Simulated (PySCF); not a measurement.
Vertical excitations of a molecule FH5O2Si2 from TDDFT-M06-2X/def2-SVPD (PySCF), as energy in eV (oscillator strength): 7.46 (0.095), 7.68 (0.053), 7.79 (0.120), 8.63 (0.060), 8.71 (0.136), 8.76 (0.008), 8.81 (0.013), 8.96 (0.003), 9.00 (0.031), 9.09 (0.010). Lowest triplet (TDA): 6.69 eV. Geometry: B3LYP-D3(BJ)/def2-SVP. The values are those of a single conformer.

Question: Pick the molecule that these values belong to.
A) O[SiH](O)[SiH2]F
B) O[Si](O)(F)[SiH3]
C) O[SiH2][Si@@H](O)F
D) O[SiH2]O[SiH2]F

Answer: B, O[Si](O)(F)[SiH3]
